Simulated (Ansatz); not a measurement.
Basis sets compared for Te3Pb3⁻ (the lowest doublet isomer of a short search). The state is a doublet with charge -1. Geometry PBE-D4/def2-SVP. Ansatz on 4 threads of Intel Xeon on a shared host; times are rough, and most runs start from earlier orbitals.

| atom | x (Å) | y (Å) | z (Å) |
| --- | --- | --- | --- |
| Pb1 | -0.384 | -0.541 | 2.235 |
| Pb2 | -0.096 | -2.247 | -0.612 |
| Pb3 | 0.038 | 1.680 | -1.002 |
| Te4 | 1.168 | 1.865 | 1.789 |
| Te5 | 1.579 | -0.575 | -2.285 |
| Te6 | -2.305 | -0.181 | -0.125 |

In the def2 sets Pb, Te take a core potential; there is no spin–orbit coupling. The structure comes from a short search, and lower isomers may exist.

```
            level  functions  energy (Eh)  HOMO (eV)  LUMO (eV)  wall time
 PBE-D4/def2-SVPD        201   -1383.1474      -0.68      -0.25       11 s
PBE0-D4/def2-SVPD        201   -1383.0994      -1.44       0.27       25 s
```

(1) Estimate the rows for PBE-D4/def2-TZVPD, PBE0-D4/def2-TZVPD (with forces).

Results:

(1) 
```tsv
level	functions	energy (Eh)	HOMO (eV)	LUMO (eV)	wall time
PBE-D4/def2-TZVPD	345	-1383.1915	-0.70	-0.25	23 s
PBE0-D4/def2-TZVPD (with forces)	345	-1383.1384	-1.46	0.28	99 s
```
